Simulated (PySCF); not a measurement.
B(OH)(SiH3)2 (BH₇OSi₂), SMILES OB([SiH3])[SiH3].

The structure is a stationary point at B3LYP-D3(BJ)/def2-SVP. The structure was generated by enumeration, and PubChem lists no compound with its InChIKey, so it may never have been made. The values are those of a single conformer.

Computed with B3LYP-D3(BJ)/def2-SVP (PySCF).

Frequencies are harmonic and unscaled.

| mode | ν (cm⁻¹) | IR (km/mol) | Raman (Å⁴/amu) | depolarisation | moving atoms (share of kinetic energy) |
|---|---|---|---|---|---|
| 1 | 14 | 0.0 | 0.0 | – | H 99 % |
| 2 | 78 | 0.0 | 0.0 | – | H 91 % |
| 3 | 130 | 2.8 | 0.1 | 0.14 | Si 47 %, H 28 %, O 15 %, B 10 % |
| 4 | 243 | 9.1 | 0.3 | 0.51 | O 47 %, H 28 %, Si 22 % |
| 5 | 257 | 6.6 | 0.5 | 0.75 | H 51 %, B 42 % |
| 6 | 400 | 3.0 | 21.6 | 0.21 | Si 58 %, O 18 %, H 16 %, B 9 % |
| 7 | 451 | 7.5 | 7.6 | 0.75 | H 91 %, Si 9 % |
| 8 | 478 | 3.6 | 5.4 | 0.69 | H 67 %, Si 23 % |
| 9 | 603 | 48.3 | 12.4 | 0.73 | H 69 %, Si 16 %, O 12 % |
| 10 | 655 | 68.1 | 0.6 | 0.75 | H 50 %, B 39 %, Si 10 % |
| 11 | 709 | 69.9 | 1.7 | 0.75 | H 85 %, O 10 % |
| 12 | 776 | 75.2 | 11.8 | 0.66 | B 59 %, H 35 % |
| 13 | 889 | 310.4 | 8.1 | 0.71 | H 84 %, Si 13 % |
| 14 | 909 | 93.9 | 7.5 | 0.70 | H 90 %, Si 9 % |
| 15 | 940 | 40.1 | 6.0 | 0.75 | H 98 % |
| 16 | 941 | 5.4 | 50.5 | 0.75 | H 98 % |
| 17 | 946 | 36.2 | 34.0 | 0.75 | H 97 % |
| 18 | 947 | 56.7 | 14.4 | 0.75 | H 97 % |
| 19 | 1125 | 159.2 | 3.4 | 0.45 | H 71 %, B 17 %, O 12 % |
| 20 | 1347 | 107.1 | 7.2 | 0.46 | B 65 %, O 32 % |
| 21 | 2167 | 153.9 | 178.2 | 0.25 | H 97 % |
| 22 | 2190 | 61.5 | 94.8 | 0.35 | H 96 % |
| 23 | 2191 | 35.9 | 116.4 | 0.09 | H 98 % |
| 24 | 2202 | 99.8 | 195.9 | 0.19 | H 97 % |
| 25 | 2203 | 114.1 | 135.2 | 0.46 | H 96 % |
| 26 | 2207 | 110.2 | 204.4 | 0.32 | H 96 % |
| 27 | 3780 | 58.5 | 163.8 | 0.29 | H 94 % |
